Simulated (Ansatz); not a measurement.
Gas-phase electronic energies from Ansatz, PBE0-D4/def2-TZVP geometries. CBS: MP2 limit from def2 TZ/QZ plus the TZ coupled-cluster correction, frozen cores. This one scheme is used for every species. Functionals use def2-TZVPP. HSE06 is defined as in plane-wave codes. Elements past krypton have def2 core potentials. For Ta outer-core shells are correlated without core-valence functions, which leaves a few kJ/mol of doubt a bond. Each species was taken in one conformer, which may not be the lowest.

`[NH2][Ta](=[O])([OH])[OH]` + HCl → `[O]=[Ta]([OH])([OH])[Cl]` + NH₃  (ligand exchange at a Ta–N bond)

Question: Is it downhill or uphill in electronic energy at CCSD(T)/CBS, and by how much? (Estimate.)

Answer: Computed: Downhill: ΔE = -58.7 kJ/mol.

Question: What do these levels give: LDA (SPW92), PBE0-D4, HSE06-D4, PBE-QIDH, LC-ωPBE, HF/CBS(def2)? (Estimate.)

Answer: Ansatz gave: LDA (SPW92) -53.2, PBE0-D4 -61.8, HSE06-D4 -62.1, PBE-QIDH -64.3, LC-ωPBE -57.2, HF/CBS(def2) -65.7 kJ/mol.

Largest T1 diagnostic among the species: 0.020.

Leaving LDA and LC-ωPBE aside and taking each functional with its dispersion term where it has one, the values, not all of them listed here, spread over 12.7 kJ/mol, from B97M-V to CAM-B3LYP-D4. LDA lies +7.5 kJ/mol from PBE without D4. At CCSD(T), def2-SVP lies +7.2 kJ/mol from the extrapolated value and def2-TZVPP +1.6 kJ/mol.
